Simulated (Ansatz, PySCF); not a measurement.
Complex: CH4 (SMILES C) (first 5 atoms) with C3H6 (SMILES C=CC); geometry from B3LYP-D3(BJ)/def2-TZVP.
(charge 0, multiplicity 1):
```xyz
14

C     -0.1534     0.0077     0.5017
H     -1.1901    -0.2810     0.6712
H      0.2313    -0.5192    -0.3707
H     -0.1019     1.0818     0.3264
H      0.4421    -0.2475     1.3765
C      0.8952    -1.0104     4.3212
C      0.5085     0.2572     4.3874
C     -0.8665     0.7558     4.0770
H      0.2090    -1.7970     4.0271
H      1.9086    -1.3083     4.5573
H      1.2333     1.0105     4.6856
H     -0.8436     1.4818     3.2595
H     -1.5311    -0.0596     3.7892
H     -1.3018     1.2669     4.9405
```

Monomers are frozen at their geometry in the pair; levels with a basis set take the counterpoise correction. Rows marked so take none.

Rows in 6-31G*, STO-3G carry no dispersion term and start afresh at each structure (6-31G* with six Cartesian d functions).

Run with Ansatz (Gaussian basis) for Hartree–Fock, density functionals and correlated methods; PySCF for 6-31G* rows, STO-3G rows, the dispersion terms. 

Question: One of these levels gives -1.16 kcal/mol for the interaction energy. Which one is it?
A) BLYP-D4/def2-TZVPPD
B) HF/STO-3G (no counterpoise)
C) B3LYP/6-31G* (no counterpoise)
D) revPBE-D3(BJ)/def2-TZVPPD

Answer: D, revPBE-D3(BJ)/def2-TZVPPD. The others give 0.28 (HF/STO-3G (no counterpoise)), -0.81 (BLYP-D4/def2-TZVPPD), -0.17 (B3LYP/6-31G* (no counterpoise))

Ansatz is an electronic-structure program.
